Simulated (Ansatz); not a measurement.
Compare A (`B[SiH2]BO`) with its isomer B (`B[SiH](B)O`).

Gas-phase electronic energies from Ansatz, PBE0-D4/def2-TZVP geometries. CCSD(T)/CBS adds triple-zeta CCSD(T) − MP2 to the extrapolated MP2 energy (def2 sets, frozen cores). Functionals use def2-TZVPP. B3LYP here is the variant with VWN-RPA as its local correlation; programs differ in this. Each species was taken in one conformer, which may not be the lowest.

(1) Which is lower in electronic energy at CCSD(T)/CBS, and by how much? (An estimate is asked.)

(2) Give E(B) − E(A) in kcal/mol with CCSD(T)/def2-TZVPP, PBE0-D4, B2PLYP, MP2/def2-TZVPP, r2SCAN-D4, B3LYP-D4, ωB97M-V. (Best estimate.)

(3) Does the order hold for the free energy at 298.15 K (harmonic terms from PBE0-D4)? (An estimate is asked.)

Largest T1 diagnostic: 0.016.

Results:

(1) The calculation gave: A, by 15.4 kcal/mol.

(2) Computed: CCSD(T)/def2-TZVPP 16.2, PBE0-D4 17.5, B2PLYP 16.0, MP2/def2-TZVPP 15.8, r2SCAN-D4 16.8, B3LYP-D4 16.2, ωB97M-V 16.1. None reverses the order clearly.

(3) The calculation gave: Yes: G(B) − G(A) = +14.2 kcal/mol, for one conformer each. Modes under 60 cm⁻¹, often nearly free rotors, make the harmonic entropy too high.

In def2-TZVPP, CCSD(T) changes the Hartree–Fock value by +4.0 kcal/mol (the triples alone add +0.9 kcal/mol) and MP2 by +3.6 kcal/mol. At CCSD(T), def2-SVP lies +9.3 kcal/mol from the extrapolated value and def2-TZVPP +0.8 kcal/mol.
